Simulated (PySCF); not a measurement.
**Two-photon absorption: 4-(methylthio)benzaldehyde (SMILES CSc1ccc(C=O)cc1)**

Molfile (atoms numbered from 1):
```
C8H8OS
     RDKit          3D

 18 18  0  0  0  0  0  0  0  0999 V2000
   -3.2650   -0.1879    0.7173 C   0  0  0  0  0  0  0  0  0  0  0  0
   -2.4549   -0.3176   -0.8823 S   0  0  0  0  0  0  0  0  0  0  0  0
   -0.7530   -0.1381   -0.4998 C   0  0  0  0  0  0  0  0  0  0  0  0
   -0.2458    0.0547    0.7963 C   0  0  0  0  0  0  0  0  0  0  0  0
    1.1210    0.1856    0.9941 C   0  0  0  0  0  0  0  0  0  0  0  0
    2.0095    0.1282   -0.0854 C   0  0  0  0  0  0  0  0  0  0  0  0
    3.4591    0.2683    0.1396 C   0  0  0  0  0  0  0  0  0  0  0  0
    3.9747    0.4345    1.2179 O   0  0  0  0  0  0  0  0  0  0  0  0
    1.5017   -0.0639   -1.3765 C   0  0  0  0  0  0  0  0  0  0  0  0
    0.1383   -0.1959   -1.5861 C   0  0  0  0  0  0  0  0  0  0  0  0
   -3.0917    0.7927    1.1839 H   0  0  0  0  0  0  0  0  0  0  0  0
   -4.3389   -0.2950    0.5119 H   0  0  0  0  0  0  0  0  0  0  0  0
   -2.9547   -0.9935    1.3985 H   0  0  0  0  0  0  0  0  0  0  0  0
   -0.9164    0.1030    1.6546 H   0  0  0  0  0  0  0  0  0  0  0  0
    1.5336    0.3359    1.9948 H   0  0  0  0  0  0  0  0  0  0  0  0
    4.0797    0.2081   -0.7926 H   0  0  0  0  0  0  0  0  0  0  0  0
    2.1898   -0.1098   -2.2261 H   0  0  0  0  0  0  0  0  0  0  0  0
   -0.2519   -0.3456   -2.5959 H   0  0  0  0  0  0  0  0  0  0  0  0
  1  2  1  0
  2  3  1  0
  3  4  1  0
  4  5  2  0
  5  6  1  0
  6  7  1  0
  7  8  2  0
  6  9  2  0
  9 10  1  0
 10  3  2  0
  1 11  1  0
  1 12  1  0
  1 13  1  0
  4 14  1  0
  5 15  1  0
  7 16  1  0
  9 17  1  0
 10 18  1  0
M  END
```

Computed with TDDFT CAM-B3LYP/aug-cc-pVDZ excited states, vertical, gas phase in PySCF. Geometry: PBE0-D3(BJ)/def2-SVP.

Singlets 5 and 6 lie within 0.01 eV of each other, so their separate moments and overlaps can depend on how they mix.

Give the one- and two-photon strengths of the lowest singlets.

δ for parallel linear polarisation; σ at the peak of a Lorentzian of half width 0.1 eV, single beam; Ω is circular over linear.
| state | E (eV) | f | photon λ (nm) | δ (au) | σ (GM) | Ω | main |
| --- | --- | --- | --- | --- | --- | --- | --- |
| S1 | 3.90 | 0.000 | 636 | 0.12 | 0.00 | 1.50 | HOMO−1→LUMO 0.87 |
| S2 | 4.47 | 0.439 | 555 | 1800 | 13.16 | 0.73 | HOMO→LUMO 0.92 |
| S3 | 4.79 | 0.023 | 518 | 62.6 | 0.53 | 0.79 | HOMO→LUMO+2 0.57, HOMO−2→LUMO 0.37 |
| S4 | 5.36 | 0.000 | 463 | 33.9 | 0.36 | 1.50 | HOMO→LUMO+1 0.65, HOMO→LUMO+12 0.10 |
| S5 | 5.71 | 0.003 | 434 | 52.5 | 0.63 | 1.50 | HOMO→LUMO+3 0.44, HOMO→LUMO+1 0.18 |
| S6 | 5.71 | 0.170 | 434 | 87 | 1.04 | 0.54 | HOMO−2→LUMO 0.57, HOMO→LUMO+2 0.39 |

Among these, the strongest one-photon state is S2, the strongest two-photon state S2, with a dipole change of 5.4 D (relaxed, norm of the difference vector).
